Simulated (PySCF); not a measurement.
An unknown is described by computed data only.

Formula: C5H6ClFSi2.

| Quantity | Value |
| --- | --- |
| UV, first state | lowest singlet excitation: 5.49 eV (226 nm, f = 0.005) [TDDFT CAM-B3LYP/def2-SVPD] |
| Dipole | 0.69 D [CAM-B3LYP/def2-SVPD] |
| 1H NMR | chemical shifts (computed TMS as zero) by class: 7.37 (1 H), 5.13 (1 H), 4.94 (1 H), 4.52 (1 H), 4.28 (1 H), 2.25 (1 H) ppm [GIAO PBE0/pcSseg-1] |
| Rotational structure | rotational constants A, B, C: 1.887, 0.490, 0.460 GHz [GFN2-xTB] |
| UV, strongest line | among the 8 lowest singlet transitions: S6 at 6.48 eV (191 nm, f = 0.146) [TDDFT CAM-B3LYP/def2-SVPD] |
| 13C NMR | chemical shifts (computed TMS as zero) by class: 182.1 (1 C), 171.4 (1 C), 105.4 (1 C), 87.1 (1 C), 54.9 (1 C) ppm [GIAO PBE0/pcSseg-1] |

Electronic properties: PySCF, gas phase, density fitting. Levels stand in brackets. The structure is a single GFN2-xTB conformer in the gas phase; no vibrational or solvent corrections. NMR classes are plain means over equivalent atoms (diastereotopic ones count apart unless rotation or inversion swaps them), as if these changed places fast.

Task: Propose a structure and show how it fits.

Result: Numbering: `[CH:1]#[C:2][Si@:3]1([F:4])[CH:5]=[C:6]([CH2:7][Cl:8])[SiH2:9]1`. Its formula, C5H6ClFSi2, gives 4 degrees of unsaturation: 1 ring and 3 π bonds in the structure found. 5 carbons fall into 5 classes; from least to most shielded: fully substituted alkene carbon [C6] (182.1 ppm), alkene CH carbon [C5] (171.4 ppm), terminal alkyne carbon [C1] (105.4 ppm), alkyne carbon [C2] (87.1 ppm), sp3 C–Cl carbon [C7] (54.9 ppm). Hydrogen classes from least to most shielded: 1 H on an alkene CH carbon, C5 (7.37 ppm), 1 H on an SiH2 silicon, Si9 (5.13 ppm), 1 H on an SiH2 silicon, Si9 (4.94 ppm), 1 H on an sp3 C–Cl carbon, C7 (4.52 ppm), 1 H on an sp3 C–Cl carbon, C7 (4.28 ppm), 1 H on a terminal alkyne carbon, C1 (2.25 ppm). The optimised geometry has point group C1 and is an asymmetric top. Structure: `C1[Si@@]([SiH2]C=1CCl)(F)C#C`. The assignments are read from this structure; whether some other isomer fits the data as well wasn't checked. The mirror image fits equally.

The values belong to the conformer `[CH:1]#[C:2][Si@:3]1([F:4])[CH:5]=[C:6]([CH2:7][Cl:8])[SiH2:9]1`: C5–C6–C7–Cl8 -127°.
